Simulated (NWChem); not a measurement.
The numbers come from NWChem runs, not from measurements. System: cyclotrisilazane (H₉N₃Si₃), charge 0, spin multiplicity 1, at a geometry optimised with PBE0/def2-SVP. Level: MP2/def2-SVP, 18 core orbitals frozen.

Input file:

```
start mol
memory heap 200 mb stack 900 mb global 1100 mb
geometry units angstroms nocenter noautoz
  Si     0.875976    -0.171131     1.580202
  N      1.438016     0.313899     0.000000
  Si     0.875976    -0.171131    -1.580202
  N     -0.853629    -0.207585    -1.436109
  Si    -1.638641     0.405088     0.000000
  N     -0.853629    -0.207585     1.436109
  H      1.426664     0.840024     2.537738
  H      1.346183    -1.517616     2.041426
  H      2.193575     0.993127     0.000000
  H      1.426664     0.840024    -2.537738
  H      1.346183    -1.517616    -2.041426
  H     -1.388356    -0.817166    -2.046376
  H     -3.054613    -0.071296     0.000000
  H     -1.609597     1.897017     0.000000
  H     -1.388356    -0.817166     2.046376
  symmetry group Cs
end
basis spherical
  * library def2-svp
end
scf
  rhf
  nopen 0
  maxiter 100
  thresh 1e-7
  semidirect memsize 60000000 filesize 0
end
mp2
  freeze core 18
end
task mp2 energy
```

NWChem printed:

```
             Northwest Computational Chemistry Package (NWChem) 7.3.0
             --------------------------------------------------------

                                NWChem Input Module
                                -------------------

 Scaling coordinates for geometry "geometry" by  1.889725989
 (inverse scale =  0.529177249)

 Turning off AUTOSYM since
 SYMMETRY directive was detected!

                             Geometry "geometry" -> ""
                             -------------------------

 Output coordinates in angstroms (scale by  1.889725989 to convert to a.u.)

  No.       Tag          Charge          X              Y              Z
 ---- ---------------- ---------- -------------- -------------- --------------
    1 Si                  14.0000     0.87597600    -0.17113100     1.58020200
    2 N                    7.0000     1.43801600     0.31389900     0.00000000
    3 Si                  14.0000     0.87597600    -0.17113100    -1.58020200
    4 N                    7.0000    -0.85362900    -0.20758500    -1.43610900
    5 Si                  14.0000    -1.63864100     0.40508800     0.00000000
    6 N                    7.0000    -0.85362900    -0.20758500     1.43610900
    7 H                    1.0000     1.42666400     0.84002400     2.53773800
    8 H                    1.0000     1.34618300    -1.51761600     2.04142600
    9 H                    1.0000     2.19357500     0.99312700     0.00000000
   10 H                    1.0000     1.42666400     0.84002400    -2.53773800
   11 H                    1.0000     1.34618300    -1.51761600    -2.04142600
   12 H                    1.0000    -1.38835600    -0.81716600    -2.04637600
   13 H                    1.0000    -3.05461300    -0.07129600     0.00000000
   14 H                    1.0000    -1.60959700     1.89701700     0.00000000
   15 H                    1.0000    -1.38835600    -0.81716600     2.04637600

 Effective nuclear repulsion energy (a.u.)     474.3565663069

            Nuclear Dipole moment (a.u.)
            ----------------------------
        X                 Y               Z
 ---------------- ---------------- ----------------
     0.0000132281    -0.0000018897     0.0000000000

      Symmetry information
      --------------------

 Group name             Cs
 Group number              2
 Group order               2
 No. of unique centers    10

      Symmetry unique atoms

     1    2    4    5    7    8    9   12   13   14


 Summary of "ao basis" -> "" (spherical)
 ------------------------------------------------------------------------------
       Tag                 Description            Shells   Functions and Types
 ---------------- ------------------------------  ------  ---------------------
 *                          def2-svp                  on all atoms

 Summary of "ao basis" -> "ao basis" (spherical)
 ------------------------------------------------------------------------------
       Tag                 Description            Shells   Functions and Types
 ---------------- ------------------------------  ------  ---------------------
 Si                         def2-svp                 8       18   4s3p1d
 N                          def2-svp                 6       14   3s2p1d
 H                          def2-svp                 3        5   2s1p

                                 NWChem SCF Module
                                 -----------------

  ao basis        = "ao basis"
  functions       =   141
  atoms           =    15
  closed shells   =    36
  open shells     =     0
  charge          =   0.00
  wavefunction    = RHF
  use symmetry    = T
  symmetry adapt  = T

 Summary of "ao basis" -> "ao basis" (spherical)
 ------------------------------------------------------------------------------
       Tag                 Description            Shells   Functions and Types
 ---------------- ------------------------------  ------  ---------------------
 Si                         def2-svp                 8       18   4s3p1d
 N                          def2-svp                 6       14   3s2p1d
 H                          def2-svp                 3        5   2s1p

      Symmetry analysis of basis
      --------------------------

        a'         82
        a"         59

 Forming initial guess at       0.1s

      Superposition of Atomic Density Guess
      -------------------------------------

 Sum of atomic energies:       -1033.44168885

      Non-variational initial energy
      ------------------------------

 Total energy =   -1036.526154
 1-e energy   =   -2371.961485
 2-e energy   =     861.078764
 HOMO         =      -0.314865
 LUMO         =       0.052164

      Symmetry analysis of molecular orbitals - initial
      -------------------------------------------------

  Numbering of irreducible representations:

     1 a'          2 a"

  Orbital symmetries:

     1 a'          2 a"          3 a'          4 a'          5 a"
     6 a'          7 a'          8 a"          9 a'         10 a"
    11 a'         12 a"         13 a'         14 a"         15 a'
    16 a'         17 a'         18 a"         19 a'         20 a"
    21 a'         22 a"         23 a'         24 a'         25 a'
    26 a"         27 a'         28 a"         29 a'         30 a"
    31 a'         32 a"         33 a'         34 a'         35 a"
    36 a'         37 a'         38 a"         39 a'         40 a'
    41 a"         42 a'         43 a"         44 a'         45 a"
    46 a'

 Starting SCF solution at       2.8s

 ----------------------------------------------
         Quadratically convergent ROHF
[...]
    21 a'         22 a"         23 a'         24 a'         25 a"
    26 a'         27 a'         28 a"         29 a'         30 a"
    31 a'         32 a"         33 a'         34 a'         35 a'
    36 a"         37 a'         38 a"         39 a'         40 a'
    41 a"         42 a"         43 a'         44 a'         45 a"
    46 a'

             Final eigenvalues
             -----------------

              1
    1  -68.7826
    2  -68.7826
    3  -68.7815
    4  -15.5347
    5  -15.5264
    6  -15.5264
    7   -6.1448
    8   -6.1448
    9   -6.1436
   10   -4.2565
   11   -4.2565
   12   -4.2560
   13   -4.2559
   14   -4.2554
   15   -4.2554
   16   -4.2553
   17   -4.2548
   18   -4.2540
   19   -1.1419
   20   -1.0942
   21   -1.0938
   22   -0.7294
   23   -0.7214
   24   -0.7089
   25   -0.6057
   26   -0.6026
   27   -0.5923
   28   -0.5553
   29   -0.5240
   30   -0.4927
   31   -0.4871
   32   -0.4804
   33   -0.4691
   34   -0.4207
   35   -0.3874
   36   -0.3853
   37    0.1577
   38    0.1691
   39    0.1729
   40    0.1929
   41    0.2165
   42    0.2257
   43    0.2362
   44    0.2430
   45    0.2493
   46    0.2547

                       ROHF Final Molecular Orbital Analysis
                       -------------------------------------

 Vector   34  Occ=2.000000D+00  E=-4.206978D-01  Symmetry=a'
              MO Center= -4.7D-02,  2.4D-01,  1.5D-14, r^2= 4.2D+00
   Bfn.  Coefficient  Atom+Function         Bfn.  Coefficient  Atom+Function
  ----- ------------  ---------------      ----- ------------  ---------------
    23      0.278525   2 N  py               26     -0.262480   2 N  py
    55     -0.222324   4 N  py               87     -0.222324   6 N  py
    22     -0.218374   2 N  px               25      0.209702   2 N  px
    58      0.205150   4 N  py               90      0.205150   6 N  py
   132     -0.174308  14 H  s

 Vector   35  Occ=2.000000D+00  E=-3.873948D-01  Symmetry=a'
              MO Center=  4.6D-01, -5.6D-02,  2.3D-14, r^2= 5.4D+00
   Bfn.  Coefficient  Atom+Function         Bfn.  Coefficient  Atom+Function
  ----- ------------  ---------------      ----- ------------  ---------------
    23      0.230531   2 N  py               26     -0.209504   2 N  py
    22     -0.202146   2 N  px               25      0.200682   2 N  px
   103     -0.186939   8 H  s               118     -0.186939  11 H  s
    55      0.183746   4 N  py               87      0.183746   6 N  py
   102     -0.176007   8 H  s               117     -0.176007  11 H  s

 Vector   36  Occ=2.000000D+00  E=-3.852624D-01  Symmetry=a"
              MO Center= -3.4D-01, -1.1D-01, -2.9D-14, r^2= 4.8D+00
   Bfn.  Coefficient  Atom+Function         Bfn.  Coefficient  Atom+Function
  ----- ------------  ---------------      ----- ------------  ---------------
    55      0.266691   4 N  py               87     -0.266691   6 N  py
    58     -0.254865   4 N  py               90      0.254865   6 N  py
    56     -0.235858   4 N  pz               88     -0.235858   6 N  pz
    59      0.224978   4 N  pz               91      0.224978   6 N  pz

 Vector   37  Occ=0.000000D+00  E= 1.577470D-01  Symmetry=a'
              MO Center=  1.2D+00,  1.2D-01, -2.0D-15, r^2= 6.9D+00
   Bfn.  Coefficient  Atom+Function         Bfn.  Coefficient  Atom+Function
  ----- ------------  ---------------      ----- ------------  ---------------
    21      1.408780   2 N  s                13      0.727381   1 Si pz
    45     -0.727381   3 Si pz              108     -0.652330   9 H  s
    11     -0.316694   1 Si px               43     -0.316694   3 Si px
   128     -0.296160  13 H  s                98     -0.220189   7 H  s
   113     -0.220189  10 H  s                67      0.213935   5 Si s

 Vector   38  Occ=0.000000D+00  E= 1.691052D-01  Symmetry=a"
              MO Center= -5.3D-01, -1.7D-01, -9.8D-15, r^2= 8.6D+00
   Bfn.  Coefficient  Atom+Function         Bfn.  Coefficient  Atom+Function
  ----- ------------  ---------------      ----- ------------  ---------------
    53      1.079301   4 N  s                85     -1.079301   6 N  s
    77      0.690324   5 Si pz               11     -0.656996   1 Si px
    43      0.656996   3 Si px              123     -0.501209  12 H  s
   138      0.501209  15 H  s

 Vector   39  Occ=0.000000D+00  E= 1.728890D-01  Symmetry=a'
              MO Center= -9.7D-01, -4.4D-01, -3.8D-13, r^2= 7.6D+00
   Bfn.  Coefficient  Atom+Function         Bfn.  Coefficient  Atom+Function
  ----- ------------  ---------------      ----- ------------  ---------------
    53      1.030381   4 N  s                85      1.030381   6 N  s
   123     -0.785005  12 H  s               138     -0.785005  15 H  s
    75     -0.670999   5 Si px              128     -0.488674  13 H  s
    11      0.374267   1 Si px               43      0.374267   3 Si px
    76      0.265118   5 Si py              108     -0.255278   9 H  s

 center of mass
 --------------
 x =  -0.00419122 y =   0.00234546 z =   0.00000000

 moments of inertia (a.u.)
 ------------------
         886.172281294161          56.253754693047           0.000000000000
          56.253754693047        1511.370365968678           0.000000000000
           0.000000000000           0.000000000000         774.129851503124

  Mulliken analysis of the total density
  --------------------------------------

    Atom       Charge   Shell Charges
 -----------   ------   -------------------------------------------------------
    1 Si  14    12.99   2.00  1.99  0.87  0.06  5.94  1.13  0.63  0.37
    2 N    7     7.83   1.99  0.94  0.58  2.42  1.89  0.01
    3 Si  14    12.99   2.00  1.99  0.87  0.06  5.94  1.13  0.63  0.37
    4 N    7     7.81   1.99  0.93  0.58  2.43  1.87  0.01
    5 Si  14    13.01   2.00  1.99  0.88  0.03  5.94  1.13  0.68  0.37
    6 N    7     7.81   1.99  0.93  0.58  2.43  1.87  0.01
    7 H    1     1.19   0.75  0.42  0.01
    8 H    1     1.19   0.75  0.42  0.01
    9 H    1     0.81   0.69  0.07  0.05
   10 H    1     1.19   0.75  0.42  0.01
   11 H    1     1.19   0.75  0.42  0.01
   12 H    1     0.82   0.69  0.08  0.05
   13 H    1     1.18   0.75  0.41  0.01
   14 H    1     1.18   0.76  0.41  0.01
   15 H    1     0.82   0.69  0.08  0.05

       Multipole analysis of the density wrt the origin
       ------------------------------------------------

     L   x y z        total         open         nuclear
     -   - - -        -----         ----         -------
     0   0 0 0      0.000000      0.000000     72.000000

     1   1 0 0     -0.097496      0.000000      0.000013
     1   0 1 0     -0.305594      0.000000     -0.000002
     1   0 0 1      0.000000      0.000000      0.000000

     2   2 0 0    -43.563325      0.000000    400.093520
     2   1 1 0      3.474238      0.000000    -28.308472
     2   1 0 1      0.000000      0.000000     -0.000000
     2   0 2 0    -46.646622      0.000000     58.399529
     2   0 1 1     -0.000000      0.000000      0.000000
     2   0 0 2    -44.901850      0.000000    458.457446

                   NWChem MP2 Semi-direct Energy/Gradient Module
                   ---------------------------------------------

  Basis functions       =    141
  Molecular orbitals    =    141
  Frozen core           =     18
  Frozen virtuals       =      0
  Active alpha occupied =     18
  Active beta occupied  =     18
  Active alpha virtual  =    105
  Active beta virtual   =    105
  Use MO symmetry       = T
  Use skeleton AO sym   = T

  AO/Fock/Back tols     =   1.0D-09  1.0D-09  1.0D-09

 GA uses MA = F    GA memory limited = T

 Available:
  local mem=  1.26D+08
 global mem=  1.44D+08
 local disk=  0.00D+00
  mp2_memr nvloc                   105
  nvloc new                   105
   1 passes of  18:        3145728                      88752                  59326746.
   1 passes of  18: M    126131533           G      144139438           F     122985805.

 Semi-direct pass number   1 of   1  for RHF alpha+beta  at        8.0s
  vrange nnbf                  9227
  mp2_eaftype                   226  avail_ma_in_mb                  1099
 EAF : mp2_eaftype filesize         226   29663373.
  mp2_eaf for mointskh                    226
Node 0 wrote    139.5 Mb in      0.3 s     Agg I/O rate:   518.5 Mb/s
 Done moints_semi at       19.0s
  mp2_eaftype                   226  avail_ma_in_mb                   873
 EAF : mp2_eaftype filesize         226   29663373.
  mp2_eaf for kh                   226
 Done maket at       19.6s
 Done multipass loop at       19.6s

          -------------------------------------------
          SCF energy               -1035.159324273551
          Correlation energy          -0.785590828094
          Singlet pairs               -0.514511726776
          Triplet pairs               -0.271079101319
          Total MP2 energy         -1035.944915101645
          -------------------------------------------

          ---------------------------------------------------
                    Spin Component Scaled (SCS) MP2
          Same spin pairs                     -0.180719400879
          Same spin scaling factor             0.333333333333
          Opposite spin pairs                 -0.604871427215
          Opposite spin scaling fact.          1.200000000000
          SCS-MP2 correlation energy          -0.786085512951
          Total SCS-MP2 energy             -1035.945409786502
          ---------------------------------------------------

 -----------------------
 Performance information
 -----------------------

 Timer overhead =  1.72D-07 seconds/call

               Nr. of calls         CPU time (s)                 Wall time (s)                GFlops
             ---------------    -------------------     ------------------------------   -------------------
Name         Min   Avg   Max    Min     Avg     Max     Min     Avg     Max   Mx/calls   Min     Max     Sum
mp2: moin     1     1     1    11.     11.     11.      11.     11.     11.     11.      0.0     0.0     0.0
mp2: make     1     1     1   0.58    0.58    0.58     0.58    0.58    0.58    0.58      0.0     0.0     0.0
mp2: tota     1     1     1    12.     12.     12.      12.     12.     12.     12.      0.0     0.0     0.0

 The average no. of pstat calls per process was 3.00D+00
 with a timing overhead of 5.17D-07s

 Task  times  cpu:       19.5s     wall:       19.5s

 Total times  cpu:       19.6s     wall:       19.6s
```
